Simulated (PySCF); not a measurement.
A ladder for the ionisation energy of Lu⁺

Lu⁺ [Xe] 4f14 6s2 (1S) → Lu²⁺ [Xe] 4f14 6s1 (2S). Scalar values calculated with PySCF 2.14 in x2c-TZVPPall (spin-free X2C; valence: [Kr] 4d10 frozen; valence and next inner shell: [Ar] 3d10 frozen). The spin-orbit shift comes from two-component X2C-1e calculations (generalised Hartree-Fock, GHF, and MP2 on its spinors, GMP2) in x2c-TZVPPall-2c: GMP2 gives 13.989 eV without and 13.993 eV with screened spin-orbit coupling, a shift of 0.004 eV (GHF: 0.005 eV). Sums use unrounded values; where a UHF row is shifted, it takes the GHF shift.

```
                                method  scalar (eV)
                                   UHF       12.625
                                   LDA       14.374
                                   PBE       14.093
                                  PBE0       13.891
                                r2SCAN       13.734
                                 B3LYP       14.163
                                  BLYP       14.163
                               r2SCANh       13.713
                         MP2 (valence)       13.935
                     SCS-MP2 (valence)       13.896
    MP2 (valence and next inner shell)       13.971
SCS-MP2 (valence and next inner shell)       13.926
                        CCSD (valence)       13.787
                     CCSD(T) (valence)       13.902
```

**Question.** Form a composite estimate from CCSD(T) (valence) and the spin-orbit shift, and compare it with the reference, 14.13 ± 0.05 eV (semi-empirical (NIST evaluation); NIST Atomic Spectra Database, ionization energies).

**Answer.** 13.902 + (0.004) = 13.906 eV, an error of -0.224 eV.

The errors of the correlated levels include the incompleteness of the basis and the frozen core, so a lower level can come closer by cancellation.
